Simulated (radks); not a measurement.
Values are calculated unless marked as measured or tabulated.
Problem. All-electron atom: Ta2+ in [Xe] 4f14 5d2 6s1 (not the ground configuration). Code: a radial shooting solver on a logarithmic mesh with Libxc functionals. Model: Dirac Kohn-Sham, LDA (Slater exchange, Perdew-Wang correlation), spin-unpolarised, spherical densities, finite nucleus; open shells fill j = l - 1/2 first; Fermi nuclear charge, rms radius 5.3507 fm. Some entries of the table are withheld. Estimate them.

orbital  occ.  eigenvalue (hartree)  <r> (bohr)
1s1/2       2             -2470.119     0.01868
2s1/2       2             -424.7454     0.07840
2p1/2       2                   (1)     0.06489
2p3/2       4                   (2)     0.07273
3s1/2       2                   (3)      0.2045
3p1/2       2             -89.50754         (4)
3p3/2       4             -79.47297         (5)
3d3/2       4             -65.38959      0.1830
3d5/2       6             -63.20176      0.1875
4s1/2       2             -20.44959      0.4590
4p1/2       2                   (6)      0.4646
4p3/2       4                   (7)      0.4979
4d3/2       4                   (8)      0.5167
4d5/2       6                   (9)      0.5282
5s1/2       2              -3.35479       1.098
5p1/2       2              -2.35592       1.213
5p3/2       4              -2.02694       1.316
4f5/2       6              -1.62891      0.6327
4f7/2       8              -1.55585      0.6434
5d3/2       2                  (10)       1.897
5d5/2       0                  (11)       1.952
6s1/2       1              -0.73019       2.816

Solution. 
(1) 2p1/2 eigenvalue (hartree): -406.1843
(2) 2p3/2 eigenvalue (hartree): -359.5594
(3) 3s1/2 eigenvalue (hartree): -97.79718
(4) 3p1/2 <r> (bohr): 0.1944
(5) 3p3/2 <r> (bohr): 0.2090
(6) 4p1/2 eigenvalue (hartree): -17.02943
(7) 4p3/2 eigenvalue (hartree): -14.71044
(8) 4d3/2 eigenvalue (hartree): -9.07094
(9) 4d5/2 eigenvalue (hartree): -8.64487
(10) 5d3/2 eigenvalue (hartree): -0.76739
(11) 5d5/2 eigenvalue (hartree): -0.73960
